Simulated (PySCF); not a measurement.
Worked example: oscillator strength and radiative lifetime

Sb(H)2(OH) (H3OSb), SMILES [OH][SbH2].

The structure is a stationary point at PBE0-D3(BJ)/def2-TZVP. The def2 effective core potentials stand for the cores of Sb; spin–orbit coupling is left out.

TDDFT-PBE0/def2-TZVPD run with PySCF 2.14.0 puts the first singlet state with f over 0.02 at 5.01 eV (vertical), with the transition dipole (-0.231, 0.679, 0.000) in atomic units.

### Question
Find the oscillator strength, the wavelength and the radiative lifetime that this transition would have in vacuum if emission retraced absorption.

### Answer

|μ|² = 0.5144 au, so |μ| = 1.82 D. ΔE = 5.01/27.211 = 0.1841 hartree. f = (2/3) ΔE |μ|² = 0.063 (the program prints 0.063).
λ = 1239.84/5.01 = 247 nm; ν = 40408 cm⁻¹.
Einstein's coefficient A = 0.6670 ν² f s⁻¹ (ν in cm⁻¹) = 6.9e7 s⁻¹, so τ = 1/A = 15 ns. This state is S1. The figure is the radiative limit of this one transition; relaxation, internal conversion, crossing to triplets and a medium change what is measured.
